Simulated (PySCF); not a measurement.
Löwdin shares of the frontier orbitals

Compound: C₇H₈S.
Numbering: `[CH2:1]=[CH:2][CH2:3][c:4]1[cH:5][cH:6][cH:7][s:8]1` (hydrogens: H9, H10 on C1; H11 on C2; H12, H13 on C3; H14 on C5; H15 on C6; H16 on C7)

Cartesian coordinates in Å at the GFN2-xTB level; atoms count from 1:
```
atom  x, y, z in Å
C1    -2.8886    0.1288   -0.2609
C2    -1.7648   -0.4656   -0.6108
C3    -0.7760   -1.0457    0.3597
C4     0.5602   -0.4016    0.1796
C5     0.9698    0.8136    0.6317
C6     2.2900    1.1363    0.2419
C7     2.8655    0.1629   -0.5056
S8     1.8054   -1.1689   -0.7517
H9    -3.5694    0.5348   -0.9893
H10   -3.1801    0.2275    0.7721
H11   -1.4876   -0.5526   -1.6530
H12   -0.6858   -2.1205    0.1819
H13   -1.1257   -0.8876    1.3826
H14    0.3483    1.4571    1.2289
H15    2.7828    2.0539    0.5093
H16    3.8483    0.1366   -0.9325
```

Computed, not measured: TDDFT wB97X-D/def2-SVPD, vertical, gas phase, core orbitals frozen in the response (PySCF).

Kohn–Sham orbitals with the atoms that hold most of them (Löwdin shares over 4%, at most four atoms; ? is withheld):

| orbital | ε (eV) | atoms |
| --- | --- | --- |
| HOMO-3 | -11.57 | S8 54%, C4 13%, C5 8%, C7 5% |
| HOMO-2 | -9.62 | C1 36%, C2 34%, C3 8% |
| HOMO-1 | -9.03 | S8 43%, C6 18%, C5 17%, C7 8% |
| HOMO | -8.41 | ? |
| LUMO | ? | ? |
| LUMO+1 | 2.05 | S8 64%, C7 6%, H12 6%, C4 6% |
| LUMO+2 | 2.26 | S8 22%, C2 19%, C1 19%, C4 6% |

Task: Which atoms hold the HOMO, and with what shares?

Result: C7 (bonded to C, S and H) 26%; C4 (bonded to 2 C and S) 24%; C5 (bonded to 2 C and H) 15%; C6 (bonded to 2 C and H) 13%.

Task: Which atoms hold the LUMO, and with what shares?

Result: S8 (bonded to 2 C) 20%; C7 (bonded to C, S and H) 17%; C4 (bonded to 2 C and S) 17%; C6 (bonded to 2 C and H) 11%. By element: carbon 45% or more, sulfur 20%.

Task: What is the LUMO energy, and the HOMO–LUMO gap?

Result: ε(LUMO) = 1.22 eV; the gap is 9.63 eV (0.3538 hartree).

Task: The HOMO–LUMO gap is 9.63 eV. Where does the response calculation put the lowest singlet, and from which orbitals?

Result: S1 is at 5.58 eV (f = 0.196), 4.05 eV below the gap, made of HOMO→LUMO (94%). 

Task: Give energy, strength and leading configuration of S1, S2, S3, S4 and S7, and follow the Löwdin shares of the leading atoms from the occupied to the empty orbital.

Result: 
- S1 (5.58 eV, f 0.196), HOMO→LUMO (94%): C7 26% → 17%, C4 24% → 17%, S8 at most 14% → 20%
- S2 (5.94 eV, f 0.075), HOMO-1→LUMO (79%): S8 43% → 20%, C6 18% → 11%, C7 8% → 17%
- S3 (6.06 eV, f 0.0057), HOMO→LUMO+1 (80%): C7 26% → 6%, C4 24% → 6%, S8 at most 14% → 64%
- S4 (6.33 eV, f 0.0007), HOMO-1→LUMO+1 (77%): S8 43% → 64%, C6 18% → at most 7%, C7 8% → 6%
- S7 (7.12 eV, f 0.054), HOMO-2→LUMO (79%): C1 36% → at most 11%, C2 34% → at most 11%, S8 at most 4% → 20%, C7 at most 4% → 17%

Löwdin shares depend on the basis, the more so with diffuse functions.

One conformer stands for the species.
